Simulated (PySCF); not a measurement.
# Working out the ionisation energy of Bi+

Bi+ [Xe] 4f14 5d10 6s2 6p2 (3P) → Bi(2+) [Xe] 4f14 5d10 6s2 6p1 (2P). Calculation: PySCF 2.14, in x2c-TZVPPall; scalar relativity by spin-free X2C-1e. Frozen: [Xe] 4f14 5d10. Energies in hartree (1 hartree = 27.21139 eV):

```csv
part,Bi+ (lower),Bi(2+) (upper)
UHF,-21528.880430,-21528.316164
CCSD correlation,-0.046864,-0.035956
(T),-0.000867,-0.000345
```

Problem. What does Hartree-Fock give?

Solution. (-21528.316164) − (-21528.880430) = 0.564266 hartree = 15.354 eV.

Problem. What do CCSD and CCSD(T) give?

Solution. The CCSD correlation energies differ by 0.010908 hartree = 0.297 eV and the triples by 0.000522 hartree = 0.014 eV, so CCSD gives 15.651 eV and CCSD(T) 15.665 eV.

Reference: 16.703 eV (measured; NIST Atomic Spectra Database, ionization energies), between the lowest levels; spin-orbit coupling is absent from the calculation.

What remains against the reference includes basis incompleteness, the frozen core and higher excitations.
